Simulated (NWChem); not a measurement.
# CH₄Te; SMILES C[TeH]

```xyz
6

Te    -0.0344     0.3341     0.0012
H      1.6442     0.4381    -0.0019
C     -0.0117    -1.8452     0.0003
H      0.4939    -2.2187     0.9079
H      0.4824    -2.2185    -0.9137
H     -1.0706    -2.1635     0.0071
```
Atoms are numbered in this order, from 1.

Level: PBE-D3(BJ)/def2-SVP with def2 effective core potentials on Te (NWChem), optimised geometry, unscaled harmonic frequencies. def2 effective core potentials on Te; no spin-orbit coupling.

```csv
frequency (cm⁻¹),IR intensity (km/mol)
147,0.5
504,2.1
585,0.9
806,12.0
867,22.7
1194,15.1
1385,5.2
1394,8.1
2056,62.4
3007,8.3
3125,0.9
3137,0.2
```

```yaml
zero_point_energy: 26.0 kcal/mol
thermal correction to the enthalpy at 298.15 K (with zero-point energy): 29.1 kcal/mol
heat capacity Cv: 11.8 cal/(mol K)
entropy at 298.15 K and 1 atm (symmetry number 1): 67.0 cal/(mol K)
```

Rigid rotor and harmonic oscillator.
